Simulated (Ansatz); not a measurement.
Relaxation of BH3NTe (6 atoms, charge 0, multiplicity 2), to a largest force component of 0.015 eV/Å in at most 40 steps.

Theory: UKS B3LYP/def2-SVP in Ansatz 0.2.0.

```xyz
6
Properties=species:S:1:pos:R:3:forces:R:3
N -0.949 -0.091 -1.213 -0.86 0.11 -0.51
B 0.105 -0.191 -0.488 0.47 0.18 1.01
Te 0.003 0.550 1.697 -0.50 0.16 0.01
H -1.901 0.164 -1.341 -0.64 0.10 -0.31
H 1.175 -0.590 -0.682 1.10 -0.42 -0.21
H 1.567 0.158 2.028 0.44 -0.13 0.02
```

**Question.** Where does it end, and by what steps?

**Answer.** The forces met the threshold. After 7 steps the energy has fallen by 0.093 eV; H4 moved furthest, 0.20 Å.

```tsv
step	energy less start (eV)	largest force component (eV/Å)	accepted
0	0.0000	1.097	yes
1	-0.0580	0.391	yes
2	-0.0697	0.255	yes
3	-0.0860	0.365	yes
4	-0.0911	0.333	yes
5	-0.0892	0.342	no
6	-0.0927	0.034	yes
7	-0.0927	0.003	yes
```

```xyz
6
Properties=species:S:1:pos:R:3
N -0.998 -0.054 -1.144
B 0.078 -0.153 -0.396
Te 0.032 0.559 1.760
H -1.909 0.106 -1.534
H 1.165 -0.591 -0.690
H 1.631 0.133 2.003
```

The run took 44 s on 1 thread of Arm Neoverse V1, with other jobs on the host, peak memory 0.18 GiB.
